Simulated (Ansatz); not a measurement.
Isolated molecules relaxed with PBE0-D4/def2-TZVP in Ansatz; ΔE leaves out vibrations. CCSD(T)/CBS is the MP2 limit (def2-TZVPP, def2-QZVPP) plus CCSD(T) − MP2 in def2-TZVPP, frozen cores. Functionals use def2-TZVPP. B3LYP here is the variant with VWN-RPA as its local correlation; programs differ in this. One conformer a species, not always the lowest.

Reaction (formal exchange of groups at the Al–C bond): `CN(P)[CH2][AlH2]` + `CB[SiH3]` → `CB[SiH2][AlH2]` + `CN(C)P`

CCSD(T)/CBS gives -51.9 kJ/mol.

**Question.** Another level gave -65.1 kJ/mol. Which?
A. B2PLYP/def2-TZVPP
B. PBE/def2-TZVPP
C. SCS-MP2/def2-TZVPP
D. B3LYP/def2-TZVPP

**Answer.** B. PBE -65.1, B2PLYP -54.6, SCS-MP2/def2-TZVPP -47.7, B3LYP -58.7 kJ/mol.

Largest T1 diagnostic among the species: 0.014.

Leaving LDA and LC-ωPBE aside and taking each functional with its dispersion term where it has one, the values, not all of them listed here, spread over 17.0 kJ/mol, from HSE06-D4 to ωB97M-V. LDA lies +7.5 kJ/mol from PBE without D4. In def2-TZVPP, CCSD(T) changes the Hartree–Fock value by +6.0 kJ/mol (the triples alone add +1.0 kJ/mol) and MP2 by +11.0 kJ/mol.

CCSD(T)/CBS has its own doubt, a few kJ/mol and more with outer-core shells, so smaller differences from it don't rank the levels.
